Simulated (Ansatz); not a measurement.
CH8FNOSi2, SMILES `CN([SiH2]O)[SiH2]F`. Charge 0, multiplicity 1. Geometry: relaxed with PBE0-D4/def2-TZVP. It is one conformer, not always the lowest.

```xyz
14

C     1.733    0.142   -0.224
N     0.271    0.117   -0.176
Si   -0.518   -1.414   -0.354
O    -2.027   -1.305    0.284
Si   -0.627    1.518    0.208
F    -1.167    1.468    1.723
H     2.108   -0.103   -1.222
H     2.109    1.135    0.029
H     2.168   -0.571    0.485
H     0.341   -2.425    0.323
H    -0.728   -1.802   -1.769
H    -2.105   -1.093    1.217
H    -1.836    1.646   -0.631
H     0.278    2.687    0.109
```

(1) What is the dipole moment at PBE/def2-TZVPP? (Estimate.)

(2) And with r2SCAN, B3LYP, ωB97M-V? (Estimate.)

(3) Give the Mulliken charges with PBE, B3LYP, ωB97M-V in def2-TZVPP. (Best estimate.)

Answers

(1) The calculation gave: 1.72 D, with components (1.72, -0.09, -0.07) D in this frame, pointing from negative to positive charge.

(2) The calculation gave: r2SCAN 1.78 D, B3LYP 1.83 D, ωB97M-V 1.82 D.

(3) Ansatz gave: 
```
atom    PBE  B3LYP  ωB97M-V
  C1  -0.21  -0.20    -0.26
  N2  -0.18  -0.27    -0.31
 Si3   0.42   0.52     0.45
  O4  -0.35  -0.40    -0.38
 Si5   0.46   0.56     0.46
  F6  -0.30  -0.34    -0.33
  H7   0.10   0.11     0.13
  H8   0.08   0.09     0.10
  H9   0.10   0.11     0.13
 H10  -0.09  -0.10    -0.06
 H11  -0.08  -0.09    -0.04
 H12   0.20   0.19     0.19
 H13  -0.07  -0.08    -0.03
 H14  -0.09  -0.09    -0.04
```

B3LYP here is the variant with VWN-RPA as its local correlation; programs differ in this.
